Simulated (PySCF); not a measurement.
# How methods differ on the ionisation energy of Ru(27+)

Ru(27+) [Ne] 3s2 3p5 (2P) → Ru(28+) [Ne] 3s2 3p4 (3P), as a difference of total energies. All numbers are calculated (PySCF 2.14, the non-relativistic Hamiltonian (point nucleus), in an even-tempered Gaussian basis (16 s from 3.4 bohr⁻², ratio 2.5; 11 p from 4.4 bohr⁻², ratio 2.5; 5 d from 21 bohr⁻², ratio 2.7; 4 f from 32 bohr⁻², ratio 2.7)). Correlated levels: outer shells: 1s2 frozen; virtual orbitals above 40 to 60 times the deepest correlated orbital energy dropped. The calculations carry no spin-orbit coupling.

```
                method  ionisation energy (eV)
                   UHF                  1502.9
                   LDA                  1505.1
                   PBE                  1505.2
                  PBE0                  1505.1
                r2SCAN                  1505.3
                   M06                  1505.3
               r2SCAN0                  1505.2
    MP2 (outer shells)                  1503.9
SCS-MP2 (outer shells)                  1503.8
```

Spin-orbit coupling is strong in these open shells (close to jj coupling). The scalar numbers leave it out and a first-order estimate fails, so it can dominate the gap to the real levels.

All relativistic terms are absent from these numbers, so their closeness to the reference says little about the methods.

For comparison: 1506.7 ± 1.6 eV (semi-empirical (NIST evaluation); NIST Atomic Spectra Database, ionization energies).
